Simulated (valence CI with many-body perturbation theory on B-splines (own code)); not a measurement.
**Energy levels of Eu³⁹⁺**

Computed by relativistic CI+MBPT: six valence electrons over a frozen Dirac-Fock core [Ar], radial functions for each j: 7 s, 7 p, 8 d, 6 f, 4 g, 1 h, with the one-electron correlation potential Σ1 (screened to all orders), the two-electron term Σ2, the three-electron term Σ3, Breit, model QED; selected single and double excitations, second order for the rest, scaled by the run's own slope (own B-spline code, finite nucleus).

No measured spectrum was set against this ion. As an estimate, large intervals hold to a few tenths of a per cent, small ones and those within an open d or f shell to about a per cent. Core correlation moves these levels by up to 8800 cm⁻¹, and in measured spectra 5 to 20 % of such shifts remained as error; rates that hang on mixing are uncertain with them. Among the levels kept, up to 970 cm⁻¹ of a level comes from second order outside the variational space, and about a tenth of that is noise between levels of different J, which matters for small intervals. Only levels of the ground parity were solved; by the run's estimate the other parity begins above the list, which can be wrong where configurations are misplaced.

Levels 1 to 34 of 34, with energies above the lowest level, (3d3/2^4 3d5/2^2) J=4. "Leading %" is the weight of the configuration and term that name the level; weights of strongly mixed levels are sums over their largest components and can fall short. In the jj column 3d3/2^4 stands for four electrons in 3d with j = 3/2. Lifetimes count E1, E2, E3, M1 and M2 decay at the calculated energies, and are blank where another channel may lead or the interval is too uncertain; long ones can be off by a factor of two.

```tsv
No.	Configuration	Term	J	E (cm⁻¹)	Leading %	Lifetime	g	Leading jj
1	3d6	5D	4	0	41		1.290	3d3/2^4 3d5/2^2 (93 %)
2	3d6	3P	2	47414	43	108 s	1.314	3d3/2^4 3d5/2^2 (93 %)
3	3d6	3P	0	142620	45	1.06 s		3d3/2^4 3d5/2^2 (79 %)
4	3d6	5D	3	209470	72	3.90 μs	1.385	3d3/2^3 3d5/2^3 (93 %)
5	3d6	5D	4	230960	39	3.82 μs	1.154	3d3/2^3 3d5/2^3 (92 %)
6	3d6	5D	1	239200	56	3.86 μs	1.348	3d3/2^3 3d5/2^3 (94 %)
7	3d6	3G	5	281130	59	17.6 μs	1.124	3d3/2^3 3d5/2^3 (100 %)
8	3d6	3H	6	281490	71	957 ms	1.110	3d3/2^3 3d5/2^3 (99 %)
9	3d6	3F	2	320370	50	5.20 μs	0.944	3d3/2^3 3d5/2^3 (92 %)
10	3d6	3G	3	327980	29	6.26 μs	1.047	3d3/2^3 3d5/2^3 (96 %)
11	3d6	3P	0	399890	81	23.6 μs		3d3/2^3 3d5/2^3 (74 %)
12	3d6	3D	2	403090	37	8.14 μs	1.135	3d3/2^3 3d5/2^3 (73 %)
13	3d6	3G	4	408650	38	48.5 μs	1.036	3d3/2^3 3d5/2^3 (88 %)
14	3d6	3P	1	413090	50	6.44 μs	1.067	3d3/2^3 3d5/2^3 (92 %)
15	3d6	3F	3	435630	53	9.00 μs	1.067	3d3/2^3 3d5/2^3 (98 %)
16	3d6	5D	2	467530	47	1.64 μs	1.427	3d3/2^2 3d5/2^4 (87 %)
17	3d6	5D	0	488680	56	1.36 μs		3d3/2^2 3d5/2^4 (91 %)
18	3d6	3H	4	508270	41	1.75 μs	1.089	3d3/2^2 3d5/2^4 (96 %)
19	3d6	3H	5	533780	59	3.34 μs	1.094	3d3/2^2 3d5/2^4 (100 %)
20	3d6	3D	3	534170	30	1.95 μs	1.202	3d3/2^2 3d5/2^4 (87 %)
21	3d6	1I	6	558600	71	5.09 μs	1.041	3d3/2^2 3d5/2^4 (99 %)
22	3d6	3G	3	572480	47	2.94 μs	0.944	3d3/2^2 3d5/2^4 (96 %)
23	3d6	3P	1	602170	54	2.44 μs	1.064	3d3/2^2 3d5/2^4 (89 %)
24	3d6	1G	4	613400	56	3.47 μs	1.052	3d3/2^2 3d5/2^4 (90 %)
25	3d6	3F	2	617470	33	2.81 μs	1.049	3d3/2^2 3d5/2^4 (90 %)
26	3d6	3F	2	688350	73	1.86 μs	0.833	3d3/2^2 3d5/2^4 (95 %)
27	3d6	3F	4	711930	64	2.61 μs	1.156	3d3/2^2 3d5/2^4 (92 %)
28	3d6	3P	1	757420	66	762 ns	1.494	3d3/2 3d5/2^5 (96 %)
29	3d6	1D	2	839190	85	2.61 μs	1.017	3d3/2^2 3d5/2^4 (93 %)
30	3d6	1G	4	846600	48	1.12 μs	1.021	3d3/2 3d5/2^5 (89 %)
31	3d6	3P	2	882380	41	1.19 μs	1.222	3d3/2 3d5/2^5 (92 %)
32	3d6	3F	3	893840	41	1.31 μs	1.061	3d3/2 3d5/2^5 (94 %)
33	3d6	1S	0	923920	69	1.58 μs		3d3/2^2 3d5/2^4 (73 %)
34	3d6	3P	0	1114500	47	574 ns		3d5/2^6 (77 %)
```

The ionisation energy to 3d5 4P_5/2 of the next ion comes out as 2914.3 eV (NIST: 2914 ± 4 eV (theoretical)). All 34 levels together are meant to be complete up to 1158100 cm⁻¹.
